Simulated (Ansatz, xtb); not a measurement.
# Two isomers of C3H3ClN2O

Structure X: `Oc1c[nH]nc1Cl`, a singlet. Structure Y: `Oc1cn[nH]c1Cl`, a singlet. Both are isolated molecules in the gas phase, relaxed with B3LYP/def2-SVP; the shapes shown needn't be the lowest conformers.

X (Å):

```xyz
10

C    -0.6035   -0.0533   -0.4634
C    -0.1781    0.9085    0.4390
C     0.5154   -0.2380   -1.3175
Cl    0.5458   -1.3439   -2.6498
N     1.1043    1.2132    0.0741
N     1.5411    0.5298   -0.9863
O    -1.8040   -0.6667   -0.5120
H    -1.7920   -1.2871   -1.2565
H    -0.6833    1.3752    1.2804
H     1.7230    1.8808    0.5171
```

Y (Å):

```tsv
atom	x (Å)	y (Å)	z (Å)
C	-0.6954	0.1313	-0.4792
C	-0.3287	1.0128	0.5689
C	0.5086	-0.1774	-1.0950
Cl	0.8117	-1.2007	-2.4478
N	0.9864	1.2237	0.5908
N	1.4811	0.5012	-0.4168
O	-1.9436	-0.2894	-0.7793
H	-1.8997	-0.8844	-1.5413
H	-0.9851	1.4896	1.2954
H	2.4753	0.4951	-0.6100
```

Quicker runs give these differences E(Y) − E(X): GFN2-xTB +0.070 eV; HF/STO-3G +0.080 eV (at GFN2-xTB geometries); r2SCAN-D4/def2-SVP +0.120 eV (at GFN2-xTB geometries).

Q: Estimate E(Y) − E(X) at the level CCSD(T)/def2-SVP + ΔMP2/def2-TZVPP.

A: Calculated at CCSD(T)/def2-SVP + ΔMP2/def2-TZVPP: E(Y) − E(X) = +0.100 eV, so structure X lies lower.

Level by level:

```json
{"level": "GFN2-xTB", "geometry": "GFN2-xTB", "E(Y) − E(X) (eV)": "+0.070", "departure from the last row (eV)": "−0.029", "job, with rough time for the two": "optimisation, 0.16 s"}
{"level": "HF/STO-3G", "geometry": "GFN2-xTB", "E(Y) − E(X) (eV)": "+0.080", "departure from the last row (eV)": "−0.020", "job, with rough time for the two": "single point, 0.72 s"}
{"level": "r2SCAN-D4/def2-SVP", "geometry": "GFN2-xTB", "E(Y) − E(X) (eV)": "+0.120", "departure from the last row (eV)": "+0.020", "job, with rough time for the two": "single point, 8.4 s"}
{"level": "B3LYP/def2-SVP", "geometry": "B3LYP/def2-SVP", "E(Y) − E(X) (eV)": "+0.118", "departure from the last row (eV)": "+0.019", "job, with rough time for the two": "optimisation, 51 s"}
{"level": "HF/def2-SVP", "geometry": "B3LYP/def2-SVP", "E(Y) − E(X) (eV)": "+0.112", "departure from the last row (eV)": "+0.012", "job, with rough time for the two": "part of the CCSD(T) run"}
{"level": "MP2/def2-SVP", "geometry": "B3LYP/def2-SVP", "E(Y) − E(X) (eV)": "+0.115", "departure from the last row (eV)": "+0.016", "job, with rough time for the two": "part of the CCSD(T) run"}
{"level": "CCSD(T)/def2-SVP", "geometry": "B3LYP/def2-SVP", "E(Y) − E(X) (eV)": "+0.112", "departure from the last row (eV)": "+0.012", "job, with rough time for the two": "single point"}
{"level": "CCSD(T)/def2-SVP + ΔMP2/def2-TZVPP", "geometry": "B3LYP/def2-SVP", "E(Y) − E(X) (eV)": "+0.100", "departure from the last row (eV)": "", "job, with rough time for the two": "single point, 1.8 min"}
```

As drawn, both hold the same kinds of bond in the same numbers.

The levels shown agree on the order. The largest departure from CCSD(T)/def2-SVP + ΔMP2/def2-TZVPP is that of GFN2-xTB, 0.029 eV. The last row adds to CCSD(T) the change of the MP2 difference between the two basis sets, here −0.012 eV.

With thermal terms from frequencies at re-optimised GFN2-xTB minima (ideal gas, soft modes damped towards free rotors, one conformer each, 298.15 K, 1 atm): the zero-point term adds −0.002 eV; ΔH is +0.100 and ΔG +0.095 eV.

The correlated steps freeze 11 core orbitals. Programs: Ansatz 0.2.0, xtb 6.7.1; the last row on 2 threads of Arm Neoverse N1 on a shared host.
